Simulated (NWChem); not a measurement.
System: SiF2, singlet; SMILES F[Si]F

Here is an NWChem input.

```
start job
memory heap 200 mb stack 900 mb global 1100 mb
geometry units angstroms noautosym nocenter noautoz
  Si     0.000000     0.000000     0.583705
  F      1.265861     0.000000    -0.466400
  F     -1.265861     0.000000    -0.466400
end
basis spherical
  Si library 6-31g*
  F library 6-31g*
end
dft
  xc m06-2x
  iterations 150
end
cosmo
  do_cosmo_smd true
  solvent propnol2
end
task dft energy
```

Output (shortened):

```
             Northwest Computational Chemistry Package (NWChem) 7.3.0
             --------------------------------------------------------

                             Geometry "geometry" -> ""
                             -------------------------

 Output coordinates in angstroms (scale by  1.889725989 to convert to a.u.)

  No.       Tag          Charge          X              Y              Z
 ---- ---------------- ---------- -------------- -------------- --------------
    1 Si                  14.0000     0.00000000     0.00000000     0.58370500
    2 F                    9.0000     1.26586100     0.00000000    -0.46640000
    3 F                    9.0000    -1.26586100     0.00000000    -0.46640000

 Effective nuclear repulsion energy (a.u.)      98.0094563090

                                 NWChem DFT Module
                                 -----------------

 Summary of "ao basis" -> "ao basis" (spherical)
 ------------------------------------------------------------------------------
       Tag                 Description            Shells   Functions and Types
 ---------------- ------------------------------  ------  ---------------------
 Si                          6-31g*                  8       18   4s3p1d
 F                           6-31g*                  6       14   3s2p1d

 in cosmo_initialize ...
 calling solv_data for solv:propnol2

 solvent parameters
 solvname_short: propnol2
 solvname_long:  2-propanol
 dielec:       19.2640
 dielecinf:     1.8978
 nonaqueous SMD model solvent descriptors
 dielec:       19.2640
 sola:          0.3300
 solb:          0.5600
 solc:          0.0000
 solg:         30.1300
 solh:          0.0000
 soln:          1.3776

          ---------------
          -cosmo- solvent
          ---------------
 Cosmo: York-Karplus, doi: 10.1021/jp992097l
 dielectric constant -eps-     =  19.26
 screen = (eps-1)/(eps    )    =   0.94809
 surface charge correction     = lagrangian

   van der Waals surface
 --------------------------

 ---------- ATOMIC COORDINATES (A.U.) ------------ VDWR(ANG.) --
     1    0.00000000    0.00000000    1.10304251     2.470
     2    2.39213043    0.00000000   -0.88136820     1.730
     3   -2.39213043    0.00000000   -0.88136820     1.730
 number of segments per atom =        128
 number of   points per atom =        128
 atom (   nspa,  nppa )
 ----------------------
    1 (    100,     0 )       0
    2 (     68,     0 )       0
    3 (     68,     0 )       0
 number of -cosmo- surface points =      236
 molecular surface =     89.907 angstrom**2
 molecular volume  =     75.634 angstrom**3
 -lineq- algorithm             =   0
 -bem- low  level              =   3
 -bem- from -octahedral-
 gaussian surface charge width =   4.50000
 degree of switching           =   1.00000
 switching function tolerance  =   0.00010
 atomic radii =
 --------------
    1 14.000  2.470
    2  9.000  1.730
    3  9.000  1.730
 ...... end of -cosmo- initialization ......

 nat:                     3
 ixmem:                   608
 calling mnsol_interface()
 G(SMD-CDS) energy (kcal/mol)  =    -0.286
 SMD-CDS SASA (angstrom**2)    =    95.729

            General Information
            -------------------
          SCF calculation type: DFT
          Wavefunction type:  closed shell.
          No. of atoms     :     3
          No. of electrons :    32
           Alpha electrons :    16
            Beta electrons :    16
          Charge           :     0
          Spin multiplicity:     1
          Use of symmetry is: off; symmetry adaption is: off
          Maximum number of iterations: 150
          AO basis - number of functions:    46
                     number of shells:    20
          Convergence on energy requested:  1.00D-06
          Convergence on density requested:  1.00D-05
          Convergence on gradient requested:  5.00D-04

              XC Information
              --------------
                       M06-2X Method XC Functional
                     Hartree-Fock (Exact) Exchange  0.540
                        M06-2X Exchange Functional  1.000
                      M06-2X Correlation Potential  1.000

             Grid Information
             ----------------
          Grid used for XC integration:  medium
          Radial quadrature: Mura-Knowles
          Angular quadrature: Lebedev.
          Tag              B.-S. Rad. Rad. Pts. Rad. Cut. Ang. Pts.
          ---              ---------- --------- --------- ---------
          Si                  1.10       88           6.0       590
          F                   0.50       49           7.0       434
          Grid pruning is: on
          Number of quadrature shells:   186
          Spatial weights used:  Erf1

      Superposition of Atomic Density Guess
      -------------------------------------

 Sum of atomic energies:        -487.56197157

      Non-variational initial energy
      ------------------------------

 Total energy =    -487.661453
 1-e energy   =    -874.065341
 2-e energy   =     288.394432
 HOMO         =      -0.318880
 LUMO         =      -0.025924

   convergence    iter        energy       DeltaE   RMS-Dens  Diis-err
 ---------------- ----- ----------------- --------- --------- ---------
     COSMO gas phase
 d= 0,ls=0.0,diis     1   -489.0627234295 -5.87D+02  2.24D-02  7.32D-01
 d= 0,ls=0.0,diis     2   -489.0489734734  1.37D-02  9.60D-03  1.21D+00
 d= 0,ls=0.0,diis     3   -489.1466776408 -9.77D-02  1.05D-03  1.15D-03
 d= 0,ls=0.0,diis     4   -489.1468524156 -1.75D-04  1.84D-04  7.34D-05
 d= 0,ls=0.0,diis     5   -489.1468645091 -1.21D-05  4.90D-05  1.32D-06
 d= 0,ls=0.0,diis     6   -489.1468650199 -5.11D-07  8.10D-06  5.22D-08

   convergence    iter        energy       DeltaE   RMS-Dens  Diis-err
 ---------------- ----- ----------------- --------- --------- ---------
     COSMO solvation phase
 d= 0,ls=0.0,diis     1   -489.1513106611 -4.45D-03  9.08D-04  1.17D-03
 d= 0,ls=0.0,diis     2   -489.1515320392 -2.21D-04  3.41D-04  6.24D-04
 d= 0,ls=0.0,diis     3   -489.1515793459 -4.73D-05  1.48D-04  5.54D-05
 d= 0,ls=0.0,diis     4   -489.1515862166 -6.87D-06  3.44D-05  3.01D-06
 d= 0,ls=0.0,diis     5   -489.1515865832 -3.67D-07  5.01D-06  1.67D-08

         Total DFT energy =     -489.151586583225
      One electron energy =     -875.464769081518
           Coulomb energy =      330.085863936587
    Exchange-Corr. energy =      -41.824679727119
 Nuclear repulsion energy =       98.009456309032

             COSMO energy =        0.042541979793

 Numeric. integr. density =       31.999996425663

                                COSMO-SMD solvation results
                                ---------------------------

             internal energy in gas <Psi(g)|H|Psi(g)> =      -489.146865019945
         internal energy in solvent <Psi(s)|H|Psi(s)> =      -489.146562049336
                               delta internal energy  =         0.000302970609 (    0.19 kcal/mol)
   total free energy in solvent <Psi(s)|H+V/2|Psi(s)> =      -489.151130836886
 polarization energy contribution <Psi(s)|V/2|Psi(s)> =        -0.004568787550 (   -2.87 kcal/mol)
    total free energy in solvent including G(SMD-CDS) =      -489.151586583225
                       G(SMD-CDS) energy contribution =        -0.000455746339 (   -0.29 kcal/mol)
     1 M fixed-concentration free energy of solvation =        -0.004721563280 (   -2.96 kcal/mol)

                       DFT Final Molecular Orbital Analysis
                       ------------------------------------

 Vector   14  Occ=2.000000D+00  E=-5.087374D-01
              MO Center= -1.4D-09, -6.1D-10, -4.4D-01, r^2= 2.0D+00
   Bfn.  Coefficient  Atom+Function         Bfn.  Coefficient  Atom+Function
  ----- ------------  ---------------      ----- ------------  ---------------
    22      0.458456  2 F  py                36     -0.458456  3 F  py
    26      0.344782  2 F  py                40     -0.344782  3 F  py
    14      0.065670  1 Si d -2

 Vector   15  Occ=2.000000D+00  E=-4.972450D-01
              MO Center=  4.4D-09,  1.7D-10, -4.2D-01, r^2= 2.1D+00
   Bfn.  Coefficient  Atom+Function         Bfn.  Coefficient  Atom+Function
  ----- ------------  ---------------      ----- ------------  ---------------
    21      0.389066  2 F  px                35      0.389066  3 F  px
    25      0.277115  2 F  px                39      0.277115  3 F  px
    23      0.262541  2 F  pz                37     -0.262541  3 F  pz
    27      0.193298  2 F  pz                41     -0.193298  3 F  pz
    11      0.075386  1 Si px                17     -0.041611  1 Si d  1

 Vector   16  Occ=2.000000D+00  E=-3.393118D-01
              MO Center= -1.5D-08, -1.5D-08,  8.8D-01, r^2= 2.0D+00
   Bfn.  Coefficient  Atom+Function         Bfn.  Coefficient  Atom+Function
  ----- ------------  ---------------      ----- ------------  ---------------
     6      0.495249  1 Si s                 10      0.456795  1 Si s
     9      0.354578  1 Si pz                 2     -0.227876  1 Si s
    23     -0.209834  2 F  pz                37     -0.209834  3 F  pz
    27     -0.170333  2 F  pz                41     -0.170333  3 F  pz
     5     -0.136737  1 Si pz                21      0.096528  2 F  px

 Vector   17  Occ=0.000000D+00  E=-3.339014D-02
              MO Center=  4.1D-10,  1.7D-08,  5.9D-01, r^2= 2.7D+00
   Bfn.  Coefficient  Atom+Function         Bfn.  Coefficient  Atom+Function
  ----- ------------  ---------------      ----- ------------  ---------------
     8      0.580015  1 Si py                12      0.559020  1 Si py
     4     -0.209538  1 Si py                26     -0.187376  2 F  py
    40     -0.187376  3 F  py                22     -0.183244  2 F  py
    36     -0.183244  3 F  py                15      0.037911  1 Si d -1

 Vector   18  Occ=0.000000D+00  E= 5.722203D-02
              MO Center=  1.3D-08,  5.5D-10,  8.4D-01, r^2= 3.7D+00
   Bfn.  Coefficient  Atom+Function         Bfn.  Coefficient  Atom+Function
  ----- ------------  ---------------      ----- ------------  ---------------
    11      0.927487  1 Si px                 7      0.365546  1 Si px
    24     -0.348910  2 F  s                 38      0.348910  3 F  s
    27     -0.151140  2 F  pz                41      0.151140  3 F  pz
    23     -0.147304  2 F  pz                37      0.147304  3 F  pz
     3     -0.142357  1 Si px                17     -0.120671  1 Si d  1

 Vector   19  Occ=0.000000D+00  E= 9.398179D-02
              MO Center= -2.4D-08, -1.7D-08,  9.4D-02, r^2= 4.0D+00
   Bfn.  Coefficient  Atom+Function         Bfn.  Coefficient  Atom+Function
  ----- ------------  ---------------      ----- ------------  ---------------
    13      0.986487  1 Si pz                10     -0.601327  1 Si s
    24      0.433583  2 F  s                 38      0.433583  3 F  s
     9      0.225665  1 Si pz                25     -0.182881  2 F  px
    39      0.182881  3 F  px                21     -0.152251  2 F  px
    35      0.152251  3 F  px                 2      0.112205  1 Si s

     Multipole analysis of the density
     ---------------------------------

     L   x y z        total         alpha         beta         nuclear
     -   - - -        -----         -----         ----         -------
     0   0 0 0     -0.000000    -16.000000    -16.000000     32.000000

     1   1 0 0      0.000000      0.000000      0.000000      0.000000
     1   0 1 0      0.000000      0.000000      0.000000      0.000000
     1   0 0 1      0.605875      0.513954      0.513954     -0.422033

     2   2 0 0    -18.652987    -60.827086    -60.827086    103.001184
     2   1 1 0      0.000000      0.000000      0.000000      0.000000
     2   1 0 1      0.000000      0.000000      0.000000      0.000000
     2   0 2 0    -14.133407     -7.066703     -7.066703      0.000000
     2   0 1 1      0.000000      0.000000      0.000000      0.000000
     2   0 0 2    -16.961977    -23.989197    -23.989197     31.016417
```

Level: M06-2X/6-31G* (spherical d), SMD on the gas-phase geometry. Low-valent species are run as closed-shell singlets; no triplet was tried in these runs. Coordinates come from a PBE-D3(BJ)/def2-SVP optimisation. Solvent: 2-propanol.
